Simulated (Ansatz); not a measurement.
C8H8O2 can be A, `Cc1ccccc1C(=O)O`, or B, `COC(=O)c1ccccc1`.

Isolated molecules relaxed with PBE0-D4/def2-TZVP in Ansatz; ΔE leaves out vibrations. CCSD(T)/CBS is the MP2 limit (def2-TZVPP, def2-QZVPP) plus CCSD(T) − MP2 in def2-TZVPP, frozen cores. Functionals use def2-TZVPP. B3LYP here is the variant with VWN-RPA as its local correlation; programs differ in this. Each species was taken in one conformer, which may not be the lowest.

(1) Which is lower in electronic energy at CCSD(T)/CBS, and by how much? (An estimate is asked.)

(2) Give E(B) − E(A) in kJ/mol with PBE0-D4, B3LYP-D4, HF/def2-TZVPP, B3LYP, ωB97M-V, B2PLYP, LDA (SPW92). (Estimate.)

Largest T1 diagnostic: 0.014.

## Answers

(1) The calculation gave: A, by 41.6 kJ/mol.

(2) Computed: PBE0-D4 43.7, B3LYP-D4 36.8, HF/def2-TZVPP 23.4, B3LYP 32.0, ωB97M-V 40.9, B2PLYP 36.3, LDA (SPW92) 49.2. None reverses the order clearly.

Leaving LDA and LC-ωPBE aside and taking each functional with its dispersion term where it has one, the values, not all of them listed here, spread over 8.1 kJ/mol, from BHLYP-D4 to PBE0-D4. LDA lies +8.9 kJ/mol from PBE without D4. The D4 term adds +4.8 kJ/mol with B3LYP and +2.7 kJ/mol with PBE0; it sums over pairs of atoms, weighted by their polarisabilities, and B3LYP, whose exchange is more repulsive, gets the larger term.
